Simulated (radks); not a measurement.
Results of a calculation; reference values are marked as such.
Neutral gallium, configuration [Ar] 3d10 4s2 4p1 (the NIST ground configuration). Code: a radial shooting solver on a logarithmic mesh with Libxc functionals. Model: scalar-relativistic Kohn-Sham, PBEsol, spin-polarised, spherical densities, point nucleus; open shells are filled with parallel spins first.

Radial electron density D(r) = 4 pi r^2 rho(r):

| r (bohr) | D(r) (e/bohr) | spin D(r) |
|---|---|---|
| 0.007699 | 10.28 | -0.000162 |
| 0.008821 | 12.50 | -0.000190 |
| 0.01019 | 15.21 | -0.000220 |
| 0.01176 | 18.27 | -0.000245 |
| 0.01348 | 21.43 | -0.000258 |
| 0.01557 | 24.95 | -0.000248 |
| 0.01798 | 28.50 | -0.000198 |
| 0.02076 | 31.84 | -0.0000823 |
| 0.02379 | 34.57 | 0.000120 |
| 0.02747 | 36.71 | 0.000475 |
| 0.03172 | 37.85 | 0.00103 |
| 0.03635 | 37.85 | 0.00180 |
| 0.04198 | 36.76 | 0.00293 |
| 0.04848 | 34.84 | 0.00443 |
| 0.05554 | 32.76 | 0.00619 |
| 0.06414 | 31.01 | 0.00835 |
| 0.07408 | 30.49 | 0.0106 |
| 0.08555 | 31.73 | 0.0126 |
| 0.09801 | 34.50 | 0.0139 |
| 0.1132 | 38.45 | 0.0138 |
| 0.1307 | 42.11 | 0.0119 |
| 0.1498 | 43.86 | 0.00808 |
| 0.173 | 42.79 | 0.00240 |
| 0.1998 | 38.51 | -0.00374 |
| 0.2289 | 32.56 | -0.00816 |
| 0.2643 | 26.25 | -0.00932 |
| 0.3052 | 22.05 | -0.00565 |
| 0.3525 | 21.12 | 0.00213 |
| 0.4039 | 22.76 | 0.0105 |
| 0.4664 | 25.34 | 0.0160 |
| 0.5387 | 26.65 | 0.0145 |
| 0.6171 | 25.55 | 0.00640 |
| 0.7127 | 21.97 | -0.00514 |
| 0.8231 | 17.00 | -0.0118 |
| 0.943 | 12.27 | -0.00548 |
| 1.089 | 8.158 | 0.0205 |
| 1.258 | 5.302 | 0.0678 |
| 1.453 | 3.563 | 0.132 |
| 1.664 | 2.617 | 0.200 |
| 1.922 | 2.015 | 0.268 |
| 2.22 | 1.588 | 0.316 |
| 2.543 | 1.241 | 0.334 |
| 2.937 | 0.9053 | 0.318 |
| 3.392 | 0.6131 | 0.272 |
| 3.886 | 0.3928 | 0.211 |
| 4.488 | 0.2250 | 0.144 |
| 5.183 | 0.1182 | 0.0880 |
| 5.985 | 0.05704 | 0.0478 |
| 6.857 | 0.02640 | 0.0239 |
| 7.919 | 0.01049 | 0.0100 |
| 9.146 | 0.003601 | 0.00353 |
| 10.48 | 0.001106 | 0.00110 |
| 12.1 | 0.0002554 | 0.000255 |

D(r) has 3 maxima, at r = 0.0341, 0.153, 0.543 bohr, and minima at 0.0723, 0.341 bohr, inside which lie 2.09, 10.92 electrons.
